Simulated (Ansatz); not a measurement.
A structure relaxed at r2SCAN-D4/def2-SVP in Ansatz, charge 0, singlet:

```xyz
6

Ge   -1.0533    0.4642   -0.9850
Ge    1.4811    1.1693   -0.7348
Ge    0.8026   -1.2848   -0.0269
Te    0.8469    1.8635    1.7613
Te   -1.0324   -0.1626    1.7030
Te   -1.0449   -2.0496   -1.7177
```

(1) Give its formula and point group.

(2) Summarise the bond lengths by kind (pairs closer than 1.2 times the sum of covalent radii, bridged metal pairs left out).

Answers

(1) Ge₃Te₃. Point group Cs (tolerance 0.1 Å).

(2) 5 × Ge–Te 2.62 to 2.76 Å; 3 × Ge–Ge 2.64 to 2.72 Å; 1 × Te–Te 2.76 Å.

In the def2 sets Te takes a core potential; there is no spin–orbit coupling. The restricted singlet is unstable towards broken spin symmetry in Hartree–Fock (as tested in another run); at r2SCAN-D4/def2-SVP this wasn't settled. The structure comes from a short search, and lower isomers may exist.
